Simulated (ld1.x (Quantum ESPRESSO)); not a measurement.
# Ranking PAW potentials for Fe

All share these settings but for the change named:

ld1.x (Quantum ESPRESSO) 7.5 input, shortened:

```
&input
   title='Fe', zed=26., rel=1, dft='PBE', iswitch=3,
   config='[Ar] 3d6 4s0.5 4p0'
 /
 &inputp
   pseudotype=3, lpaw=.true., tm=.true., lloc=-1, rcloc=1.75,
   nlcc=.true., new_core_ps=.true., rcore=0.50,
   which_augfun='BESSEL', rmatch_augfun=0.55
 /
6
4S  1  0   0.50   0.00  2.35  2.55  0.0
4S  1  0   0.00  -0.25  2.35  2.55  0.0
4P  2  1   0.00   0.00  2.65  3.05  0.0
4P  2  1   0.00   4.50  2.65  3.05  0.0
3D  3  2   6.00   0.00  0.75  0.90  0.0
3D  3  2   0.00   1.45  0.75  0.90  0.0
 &test
   configts(1)='3d6 4s0.5 4p0'
 /
```

Cutoff: the first of the cutoffs (Ry, on a coarse ladder) from which the occupation-weighted sum of valence levels, in a spherical-Bessel basis at the reference potential, stays within 10 and 1 mRy of its value at 400 Ry; the density cutoff is not measured.

The base gives 140 Ry.

Of 5 variants that were run, those that failed, showed a ghost or another fault, or gave nearly equal values are left out.

**Question.** Rank these variants from softest to hardest (loose cutoff).
A. all radii but the core radius scaled by about 0.89 (s 2.26, p 2.70, d 0.80 bohr, rcut 2.08/2.34/0.66); local potential all-electron potential smoothed inside 1.54 bohr (lloc = -1); augmentation BESSEL, radius 0.48 bohr
B. all radii but the core radius scaled by about 1.25 (s 3.18, p 3.80, d 1.12 bohr, rcut 2.94/3.30/0.94); local potential all-electron potential smoothed inside 2.18 bohr (lloc = -1); augmentation BESSEL, radius 0.68 bohr
C. all radii but the core radius scaled by about 1.10 (s 2.82, p 3.36, d 1.00 bohr, rcut 2.60/2.92/0.82); local potential all-electron potential smoothed inside 1.92 bohr (lloc = -1); augmentation BESSEL, radius 0.60 bohr

**Answer.** B (90 Ry), C (110 Ry), A (180 Ry).
